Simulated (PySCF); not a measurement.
Gas-phase reaction: 2 ZrCl4.H2O ⇌ 2 ZrCl3OH + 2 Cl + H2

Computed with PySCF and rigid-rotor harmonic-oscillator thermochemistry at 1 bar. † marks an energy on the PBE0/def2-TZVP geometry and frequencies; other levels use their own. MP2 freezes the core. Open shells (unrestricted): Cl (multiplicity 2, electronic degeneracy 6); the rest are closed-shell singlets. Spin-orbit splitting is ignored; it lowers the true energy and changes the entropy of Cl. B3LYP is the form with VWN-RPA correlation. Zr: scalar-relativistic def2 core potential, no spin-orbit coupling. Adducts (ZrCl4.H2O) have no counterpoise correction, and HF, PBE, BLYP, B3LYP and PBE0 lack dispersion. ZrCl4.H2O, ZrCl3OH: computed as isolated molecules; such fragments, hydroxides, amides, oligomers or adducts are transient or little studied in the gas. MP2 isn't extrapolated to the basis-set limit; its ΔH°(298 K) is 563.2 kJ in def2-SVP and 601.7 kJ in def2-TZVPP. The harmonic model lacks anharmonicity and excited electronic states, which grow with temperature; levels with a mode under 35 cm⁻¹ are left out. Soft modes under 120 cm⁻¹ make the harmonic entropy rough for ZrCl4.H2O, ZrCl3OH.

| level | ΔE electronic, kJ | ΔH°(298 K), kJ | ΔS°(298 K), J/K | ΔG°(1800 K), kJ |
|---|---|---|---|---|
| B3LYP/def2-TZVP† | 545 | 508 | 349 | -118 |
| M06-2X/def2-TZVP† | 625 | 589 | 349 | -37 |
| MP2/def2-SVP† | 600 | 563 | 349 | -63 |
| PBE/def2-SVP | 628 | 594 | 347 | -27 |
| PBE0/def2-QZVP† | 602 | 565 | 349 | -61 |
| PBE0/def2-SVP† | 627 | 590 | 349 | -36 |
| ωB97M-V/def2-TZVP† | 615 | 579 | 349 | -47 |
| ωB97X-V/def2-TZVP† | 599 | 562 | 349 | -64 |
ΔH° is lowest at B3LYP/def2-TZVP† and highest at PBE/def2-SVP. No reference value is set beside these.
